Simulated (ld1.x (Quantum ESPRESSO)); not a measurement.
**Configuration tests for Dy (TM)**

ld1.x (Quantum ESPRESSO) 7.5 input, shortened:

```
&input
   title='Dy', zed=66., rel=1, dft='PBE', iswitch=3,
   config='[Xe] 4f9.5 5d0.5 6s2 6p0'
 /
 &inputp
   pseudotype=2, tm=.true., lloc=-1, rcloc=2.55,
   nlcc=.false.
 /
4
6S  1  0   2.00   0.00  3.40  3.40  0.0
5P  2  1   6.00   0.00  2.10  2.10  0.0
5D  3  2   0.50   0.00  2.55  2.55  0.0
4F  4  3   9.50   0.00  1.25  1.25  0.0
 &test
   configts(1)='4f9.5 5p6 5d0.5 6s2 6p0'
 /
```

Energies are relative to the spin-unpolarised reference configuration 4f9.5 5p6 5d0.5 6s2 6p0; without spin polarisation the order of configurations can differ from experiment.

```json
{"valence configuration": "4f10 5p6 5d0 6s2 6p0", "charge": "0", "ΔE all-electron (eV)": "-1.569", "error AE − PS (meV)": "-102"}
{"valence configuration": "4f10 5p6 5d0 6s1 6p0", "charge": "+1", "ΔE all-electron (eV)": "4.667", "error AE − PS (meV)": "-134"}
{"valence configuration": "4f10 5p6 5d0 6s0 6p0", "charge": "+2", "ΔE all-electron (eV)": "16.334", "error AE − PS (meV)": "-195"}
{"valence configuration": "4f10 5p6 5d1 6s1 6p0", "charge": "0", "ΔE all-electron (eV)": "1.063", "error AE − PS (meV)": "-144"}
{"valence configuration": "4f9 5p6 5d0 6s0 6p0", "charge": "+3", "ΔE all-electron (eV)": "41.993", "error AE − PS (meV)": "+125"}
{"valence configuration": "4f9 5p6 5d1 6s1 6p0", "charge": "+1", "ΔE all-electron (eV)": "9.648", "error AE − PS (meV)": "-34"}
{"valence configuration": "4f9 5p6 5d1 6s2 6p0", "charge": "0", "ΔE all-electron (eV)": "2.807", "error AE − PS (meV)": "-73"}
```

Levels in the configuration 4f10 5p6 5d1 6s1 6p0:

| level | all-electron (eV) | pseudo (eV) |
| --- | --- | --- |
| 4f | -2.422 | -2.067 |
| 5p | -24.646 | -24.527 |
| 5d | -0.890 | -0.884 |
| 6s | -3.563 | -3.596 |

ld1.x printed “convergence not achieved” for 2 of the counted tests; their residual had stalled under 1e-8, short of the target of 1e-14.

Note: ghost state, extra bound levels that the all-electron valence spectrum of the same l lacks: s at -17.3 eV. A true bound ghost makes a file unfit for plane-wave use.
